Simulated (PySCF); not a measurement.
BHandHLYP on B⁻ (boron, charge -1), [He] 2s2 2p2, high-spin 3P determinant. Calculation: PySCF 2.14, in aug-cc-pwCVTZ (7s6p4d2f, 59 functions); no relativity, point nucleus.

```
cycle= 1 E= -24.6600350046042  delta_E= -0.00289  |g|= 0.0128  |ddm|= 0.167
cycle= 2 E= -24.660194995882  delta_E= -0.00016  |g|= 0.00713  |ddm|= 0.0562
cycle= 3 E= -24.6602487055767  delta_E= -5.37e-05  |g|= 0.00163  |ddm|= 0.0283
cycle= 4 E= -24.660252810659  delta_E= -4.11e-06  |g|= 0.000139  |ddm|= 0.00739
cycle= 5 E= -24.660252849752  delta_E= -3.91e-08  |g|= 2.25e-05  |ddm|= 0.0011
cycle= 6 E= -24.6602528509945  delta_E= -1.24e-09  |g|= 2.93e-06  |ddm|= 0.000187
cycle= 7 E= -24.6602528510248  delta_E= -3.02e-11  |g|= 1.1e-06  |ddm|= 2.37e-05
converged SCF energy = -24.6602528510248  <S^2> = 2.0044865  2S+1 = 3.0029895
```

Highest occupied orbital energy: 0.658 eV; ⟨L²⟩ = 2.01; populations by l: s 4.00, p 2.00, d 0.00, f 0.00.

**Question.** Can this result be used?

**Answer.** With care. The calculation finished and met its thresholds. At BHandHLYP the highest occupied level has a positive energy, so only the finite basis holds that electron; in a semilocal or global hybrid functional this comes from self-interaction and does not mean that the real anion is unbound.
